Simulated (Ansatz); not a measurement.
`[OH][SnH2][CH2][SiH3]` → `O[SiH2][CH2][SnH3]`  (isomerisation)

Program: Ansatz. Geometries: PBE0-D4/def2-TZVP. ΔE: electronic, gas phase. CCSD(T)/CBS adds triple-zeta CCSD(T) − MP2 to the extrapolated MP2 energy (def2 sets, frozen cores). Functionals use def2-TZVPP. B3LYP here is the variant with VWN-RPA as its local correlation; programs differ in this. Elements past krypton have def2 core potentials. For Sn outer-core shells are correlated without core-valence functions, which leaves a few kJ/mol of doubt a bond. One conformer a species, not always the lowest.

```json
{"level": "PBE-D4", "ΔE (kJ/mol)": "-66.6", "difference from CCSD(T)/CBS": "2.8"}
{"level": "r2SCAN-D4", "ΔE (kJ/mol)": "-72.6", "difference from CCSD(T)/CBS": "-3.2"}
{"level": "PBE0-D4", "ΔE (kJ/mol)": "-73.4", "difference from CCSD(T)/CBS": "-4.0"}
{"level": "B3LYP-D4", "ΔE (kJ/mol)": "-72.1", "difference from CCSD(T)/CBS": "-2.7"}
{"level": "ωB97X-V", "ΔE (kJ/mol)": "-71.4", "difference from CCSD(T)/CBS": "-2.0"}
{"level": "ωB97M-V", "ΔE (kJ/mol)": "-75.8", "difference from CCSD(T)/CBS": "-6.4"}
{"level": "PBE", "ΔE (kJ/mol)": "-66.0", "difference from CCSD(T)/CBS": "3.4"}
{"level": "r2SCAN", "ΔE (kJ/mol)": "-72.6", "difference from CCSD(T)/CBS": "-3.2"}
{"level": "PBE0", "ΔE (kJ/mol)": "-73.0", "difference from CCSD(T)/CBS": "-3.6"}
{"level": "SCS-MP2/def2-TZVPP", "ΔE (kJ/mol)": "-71.9", "difference from CCSD(T)/CBS": "-2.5"}
{"level": "CCSD/def2-TZVPP", "ΔE (kJ/mol)": "-75.9", "difference from CCSD(T)/CBS": "-6.5"}
{"level": "HF/def2-QZVPP", "ΔE (kJ/mol)": "-78.8", "difference from CCSD(T)/CBS": "-9.4"}
{"level": "MP2/def2-QZVPP", "ΔE (kJ/mol)": "-71.3", "difference from CCSD(T)/CBS": "-1.9"}
{"level": "HF/CBS(def2)", "ΔE (kJ/mol)": "-78.7", "difference from CCSD(T)/CBS": "-9.3"}
{"level": "MP2/CBS(def2)", "ΔE (kJ/mol)": "-69.6", "difference from CCSD(T)/CBS": "-0.2"}
{"level": "CCSD/CBS(def2)", "ΔE (kJ/mol)": "-71.4", "difference from CCSD(T)/CBS": "-2.0"}
{"level": "CCSD(T)/CBS", "ΔE (kJ/mol)": "-69.4", "difference from CCSD(T)/CBS": "0"}
```

Largest T1 diagnostic among the species: 0.013.

From PBE to PBE0 (25 % exact exchange), in def2-TZVPP and without D4, ΔE moves by −7.0 kJ/mol. In def2-TZVPP, CCSD(T) changes the Hartree–Fock value by +5.7 kJ/mol (the triples alone add +2.0 kJ/mol) and MP2 by +5.4 kJ/mol.
